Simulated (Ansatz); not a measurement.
Ansatz results at the PBE0-D4/def2-TZVP geometry: HOMO–LUMO gap (PBE0/def2-TZVPP) 6.33 eV; size of the dipole moment (PBE/def2-TZVPP) 1.91 D; HOMO–LUMO gap (ωB97M-V/def2-TZVPP) 9.74 eV.

Each molecule was computed in one conformer, which needn't be the lowest.

Problem. Which molecule gave them?
A. `[OH][Hf]([OH])([OH])[I]`
B. `[NH2][Hf]([NH2])([OH])[Cl]`
C. `C[N](C)[Hf]([NH2])([NH2])[F]`
D. `[NH2][Hf]([NH2])([NH2])[F]`

Solution. C. The others give `[NH2][Hf]([NH2])([OH])[Cl]`: 7.28, 3.21, 10.82; `[OH][Hf]([OH])([OH])[I]`: 7.03, 3.95, 10.30; `[NH2][Hf]([NH2])([NH2])[F]`: 7.03, 1.94, 10.55.
